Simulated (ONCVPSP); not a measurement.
**Configuration tests for promethium (Pm) (ONCV)**

ONCVPSP 4.0.1 input, shortened (lines: element, Z, core and valence counts, functional; n l f; lmax; l rc ep ncon nbas qcut; lloc lpopt rc5 dvloc0; l nproj debl; icmod fcfact rcfact), PBE, scalar-relativistic:

```
  Pm 61.00   10    4        4      upf
    1    0    2.00
    2    0    2.00
    2    1    6.00
    3    0    2.00
    3    1    6.00
    3    2   10.00
    4    0    2.00
    4    1    6.00
    4    2   10.00
    4    3    4.00
    5    0    2.00
    5    1    6.00
    5    2    1.00
    6    0    2.00
    3
    0    2.65    0.00    4    9    4.60
    1    2.60    0.00    4    7    4.30
    2    2.00    0.00    4    8    5.10
    3    2.00    0.38    5    8    5.00
    2    5    2.00    0.00
    0    2    1.80
    1    2    3.40
    2    0    3.30
    3    2    2.60
    2    0.25    0.80
```

Energies are relative to the spin-unpolarised reference configuration 5s2 5p6 5d1 6s2; without spin polarisation the order of configurations can differ from experiment.

```json
{"valence configuration": "5s2 5p6 5d1 6s0", "charge": "+2", "ΔE all-electron (eV)": "17.963", "error AE − PS (meV)": "-0.6"}
{"valence configuration": "5s2 5p6 5d0 6s0", "charge": "+3", "ΔE all-electron (eV)": "37.574", "error AE − PS (meV)": "-49"}
```

What are ΔE and the potential's error for 5s2 5p6 5d1 6s1 6p1?

ΔE = 2.657 eV all-electron; the error (AE − PS) is +14 meV.

What are ΔE and the potential's error for 5s2 5p6 5d1 6s1?

ΔE = 6.360 eV all-electron; the error (AE − PS) is -3.3 meV.

Levels in the configuration 5s2 5p6 5d1 6s1:

```json
{"level": "5s", "all-electron (eV)": "-51.350", "pseudo (eV)": "-51.422"}
{"level": "5p", "all-electron (eV)": "-31.472", "pseudo (eV)": "-31.514"}
{"level": "5d", "all-electron (eV)": "-8.547", "pseudo (eV)": "-8.560"}
{"level": "6s", "all-electron (eV)": "-8.890", "pseudo (eV)": "-8.892"}
```

Note: ghosts flagged at negative energy: s at -27.9 eV, f at -71.7 eV; GHOST(+) flagged for f at 64.4 eV. A true bound ghost makes a file unfit for plane-wave use.
